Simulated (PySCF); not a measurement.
Vertical excitations of a molecule CH5F2NSi from TDA-B3LYP/def2-SVPD (PySCF 2.14.0), as energy in eV (oscillator strength): 6.43 (0.001), 6.86 (0.017), 7.50 (0.013), 7.64 (0.071), 8.08 (0.021), 8.55 (0.014), 8.73 (0.072), 9.13 (0.002), 9.32 (0.018), 9.52 (0.003). Lowest triplet (TDA): 6.18 eV. Coordinates come from a PBE0-D3(BJ)/def2-SVP optimisation. Other conformers were not sampled.

Question: Pick the molecule that these values belong to.
A. N[Si@@H](F)CF
B. NC[SiH](F)F
C. C[Si](N)(F)F
D. CN[SiH](F)F

Answer: D, CN[SiH](F)F
